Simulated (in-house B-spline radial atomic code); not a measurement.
Computed with a B-spline radial atomic code. Model: two electrons, singlet ground state, non-relativistic, full CI in B-splines with partial waves to l = 8 (at full coupling up to 3e-4 hartree above the limit, correlation up to 0.6 % small), density held at that of full coupling by Lieb maximisation.

Along the adiabatic connection the electron repulsion is scaled by a coupling λ while a local potential keeps the density fixed. At λ = 0 the system is the Kohn-Sham one and W equals the exchange energy; the exchange-correlation energy is the area under W between 0 and 1. The kinetic energy rises with λ as the electrons avoid each other, with dT/dλ = −λ dW/dλ.

Command:
```bash
python run_ac.py task.json out
```
Settings (lengths in bohr, energies in hartree):
```
potential              yukawa
strength               1.33
lmax                   8
second                 0.0419
```

Run time, properties included: 52 s on 1 thread of Intel(R) Xeon(R) Processor @ 2.30GHz, with other jobs on the host.

**W = mean repulsion less Hartree energy, and W of three functionals.**

Given: confinement screened point charge; nuclear charge 1.33; screening of the nucleus 0.0419 1/bohr; external potential -Z exp(-k r)/r.

Computed: PBE exchange minus exact 0.04009 millihartree; SCAN exchange minus exact -6.8852 millihartree.

```
coupling  W xc (hartree)  W xc minus exchange (millihartree)  kinetic minus Kohn-Sham (millihartree)  LDA (PW92) W minus its exchange (millihartree)  PBE W minus its exchange (millihartree)  SCAN W minus its exchange (millihartree)
       0        -0.59965                                   0                                       0                                               0                                        0                                         0
    0.02        -0.60169                              -2.036                                    0.02                                          -10.54                                    -1.63                                     -1.79
    0.05        -0.60469                              -5.031                                    0.12                                          -21.07                                    -4.12                                     -4.38
    0.12        -0.61141                             -11.751                                    0.69                                          -39.21                                    -9.91                                    -10.09
    0.25        -0.62297                             -23.314                                    2.82                                          -63.51                                   -20.29                                    -19.76
     0.4          -0.635                             -35.341                                    6.71                                           -84.6                                   -31.43                                    -29.74
     0.6        -0.64916                             -49.506                                   13.76                                         -106.64                                   -44.89                                    -41.53
     0.8               ?                                   ?                                       ?                                               ?                                        ?                                         ?
       1        -0.67241                             -72.756                                   32.16                                         -139.35                                   -67.74                                    -61.22
     1.4               ?                                   ?                                       ?                                               ?                                        ?                                         ?
       2        -0.71147                             -111.81                                      89                                         -190.79                                  -108.84                                    -96.22
       3        -0.73555                              -135.9                                  148.35                                         -222.85                                  -136.67                                   -119.58
     4.5        -0.75833                             -158.67                                  232.36                                         -254.83                                  -165.56                                    -143.1
```

What belongs in the row 0.8?

W xc (hartree): -0.66153; W xc minus exchange (millihartree): -61.877; kinetic minus Kohn-Sham (millihartree): 22.4; LDA (PW92) W minus its exchange (millihartree): -124.41; PBE W minus its exchange (millihartree): -56.92; SCAN W minus its exchange (millihartree): -51.93.

What belongs in the row 1.4?

W xc (hartree): -0.69061; W xc minus exchange (millihartree): -90.96; kinetic minus Kohn-Sham (millihartree): 53.87; LDA (PW92) W minus its exchange (millihartree): -163.52; PBE W minus its exchange (millihartree): -86.39; SCAN W minus its exchange (millihartree): -77.16.

What is the LDA exchange minus exact?

79.269 millihartree.

**Energy parts, natural occupations and partial-wave weights.**

Computed: exchange energy -0.59965 hartree; kinetic part of the DFT correlation energy 0.032164 hartree; initial slope twice GL2 -0.10262 hartree; kinetic part over minus potential part 0.44208; Hartree energy 1.1993 hartree; Kohn-Sham kinetic 1.0542 hartree; Lieb Oxford ratio E_xc over LDA exchange 1.2303.

| natural | occupation of the shell (electrons) |
| --- | --- |
| s | 1.9562 |
| s | ? |
| p | 0.016268 |
| d | 0.00055089 |
| p | 0.0004358 |
| s | 0.00028142 |

What belongs in the row s?

occupation of the shell (electrons): 0.026085.

```
wave      weight
   s     0.99127
   p   0.0083704
   d  0.00030606
   f           ?
   g  8.6527e-06
```

What belongs in the row f?

weight: 3.9064e-05.

What is the correlation energy?

-0.040592 hartree.

What is the total energy?

-0.9822 hartree.

Half-way to full coupling W has made 58 % of its drop, against 50 % for a straight line, and second-order (GL2) theory, half the initial slope, overshoots the correlation energy by about 26 %: a moderate bend, as in light atoms. Over couplings 0 to 1 the errors in E_xc come to about +31 millihartree for LDA, +3.8 millihartree for PBE, -0.5 millihartree for SCAN, so SCAN is nearest. In LDA and SCAN the errors of exchange and correlation have opposite signs, so the sum is smaller than the larger of the two.
